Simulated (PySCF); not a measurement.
ZnF₂, SMILES [F][Zn][F].

Coordinates come from a B3LYP-D3(BJ)/def2-TZVP optimisation. The isomer is the one that the SMILES or the coordinates give; other isomers of the formula were not compared.

All values below come from TDA-PBE/def2-SVPD (PySCF 2.14.0).

Vertical excitations; the highest root listed may be one member of a degenerate set. The molecule is in vacuum. State labels are in the subgroup D2h.

Computed lowest excited states:
| state | symmetry | energy (eV) | λ (nm) | f | main pairs |
|---|---|---|---|---|---|
| S1 | B2g | 5.75 | 216 | 0.000 | HOMO−1→LUMO (degenerate set) |
| S2 | B3g | 5.75 | 216 | 0.000 | HOMO→LUMO (degenerate set) |
| S3 | B3u | 6.45 | 192 | 0.040 | HOMO−2→LUMO (degenerate set) |
| S4 | B2u | 6.45 | 192 | 0.040 | HOMO−3→LUMO (degenerate set) |
| S5 | Ag | 7.53 | 165 | 0.000 | HOMO−4→LUMO 85 % |
| S6 | B1u | 7.57 | 164 | 0.054 | HOMO−5→LUMO 55 %, HOMO−1→LUMO+2 22 %, HOMO→LUMO+1 22 % |
| S7 | Au | 7.75 | 160 | 0.000 | HOMO→LUMO+2 50 %, HOMO−1→LUMO+1 50 % |
| S8 | Au | 7.80 | 159 | 0.000 | HOMO−1→LUMO+1, HOMO→LUMO+2 (degenerate set) |
| S9 | B1u | 7.80 | 159 | 0.000 | HOMO→LUMO+1, HOMO−1→LUMO+2 (degenerate set) |
| S10 | B1g | 8.39 | 148 | 0.000 | HOMO−3→LUMO+2 50 %, HOMO−2→LUMO+1 50 % |
| T1 | B2g | 5.42 | 229 | 0 | HOMO−1→LUMO (degenerate set) |
| T2 | B3g | 5.42 | 229 | 0 | HOMO→LUMO (degenerate set) |
| T3 | B3u | 6.02 | 206 | 0 | HOMO−2→LUMO (degenerate set) |
| T4 | B2u | 6.02 | 206 | 0 | HOMO−3→LUMO (degenerate set) |
Triplets are in the Tamm–Dancoff approximation.
